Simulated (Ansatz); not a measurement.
`N=C(I)[NH][GaH2]`. Total charge 0; spin multiplicity 1. I: def2 effective core potential.

Cartesian coordinates in Å:
```
N -1.6940 0.2216 0.8569
C -0.8304 -0.6460 0.5928
I -1.2396 -2.6389 1.2623
N 0.3661 -0.5588 -0.0663
Ga 1.1311 0.9525 -0.8254
H -1.4361 1.1459 0.5096
H 0.8605 -1.4353 -0.1289
H 2.5058 0.6757 -1.4941
H 0.3365 2.2832 -0.7069
```

Q: What are the harmonic wavenumbers in cm⁻¹ at PBE0-D4/def2-TZVP (Ansatz, finite differences of forces, unscaled)? (Best estimate.)

A: Computed: 50, 144, 180, 223, 328, 471, 548, 582, 614, 636, 703, 734, 799, 1076, 1187, 1384, 1743, 2027, 2040, 3469, 3621.

Q: Is this a minimum?

A: Yes, all 21 modes are real.

Q: Give the ideal-gas thermochemistry at 298.15 K and 1 bar (rigid rotor, harmonic oscillator; point group Cs, symmetry number 1).

A: Zero-point energy 134.9 kJ/mol; H(298) − E = 156.0 kJ/mol; entropy 371.4 J/(mol·K), of which translation 177.2, rotation 124.6, vibration 69.5; G(298) − E = 45.2 kJ/mol. Modes under 100 cm⁻¹ are hindered rotations or soft bends, so the harmonic entropy is rough.
